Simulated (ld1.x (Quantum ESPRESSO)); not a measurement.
Which change was made? (Mn, TM)

Mn, norm-conserving Troullier–Martins (Kleinman–Bylander form), made with ld1.x (Quantum ESPRESSO) 7.5 (PBE, scalar-relativistic). Core [Ne], reference 3s2 3p6 3d4 4s0 4p0 (charge +3). Waves: 3s (bound): rc 0.80 bohr; 3p (bound): rc 1.20 bohr; 3d (bound): rc 1.15 bohr. Local part: the d channel. Core correction: Bessel-smoothed model core inside 0.50 bohr.

Cutoffs, loose and tight: the cutoffs (Ry, on a coarse ladder) from which the occupation-weighted sum of valence levels, in a spherical-Bessel basis at the reference potential, stays within 10 and 1 mRy of its value at 400 Ry. They do not see the model core or the augmentation charge, which bear on the density cutoff. Test errors are all-electron minus pseudo excitation energies from the reference, over the configurations 3s2 3p6 3d5 4s2 4p0; 3s2 3p6 3d5 4s1 4p0; 3s2 3p6 3d5 4s0 4p0; 3s2 3p6 3d6 4s0 4p0; 3s2 3p6 3d5 4s0 4p2; 3s2 3p6 3d4 4s2 4p0; 3s2 3p6 3d3 4s0 4p0; variants that change the core or the reference have their own tests. The largest error is taken over the tests solved by every variant that gives reliable tests at all, those not shown here included: 3s2 3p6 3d3 4s0 4p0; 3s2 3p6 3d5 4s0 4p0; 3s2 3p6 3d5 4s0 4p2; 3s2 3p6 3d5 4s1 4p0; 3s2 3p6 3d6 4s0 4p0.

The base gives: outcome: generated; cutoff, loose: 180 Ry; cutoff, tight: over 300 Ry; bound ghosts: none; largest test error (meV): +75.

Q: After one change the result is: outcome: generated; cutoff, loose: 160 Ry; cutoff, tight: 300 Ry; bound ghosts: none; largest test error (meV): -106. Which change was it?
A. all radii but the core radius scaled by about 0.77 (s 0.62, p 0.92, d 0.88 bohr)
B. all radii but the core radius scaled by about 1.30 (s 1.04, p 1.56, d 1.50 bohr)
C. all radii but the core radius scaled by about 1.15 (s 0.92, p 1.38, d 1.32 bohr)
D. all radii but the core radius scaled by about 0.92 (s 0.74, p 1.10, d 1.06 bohr)

A: C. The others give: all radii but the core radius scaled by about 1.30 (s 1.04, p 1.56, d 1.50 bohr) → outcome: generated; cutoff, loose: 140 Ry; cutoff, tight: 230 Ry; bound ghosts: none; largest test error (meV): -241 | all radii but the core radius scaled by about 0.92 (s 0.74, p 1.10, d 1.06 bohr) → outcome: generated; cutoff, loose: 180 Ry; cutoff, tight: over 300 Ry; bound ghosts: none; largest test error (meV): +152 | all radii but the core radius scaled by about 0.77 (s 0.62, p 0.92, d 0.88 bohr) → outcome: generated; cutoff, loose: over 300 Ry; cutoff, tight: over 300 Ry; bound ghosts: s; largest test error (meV): +2207.
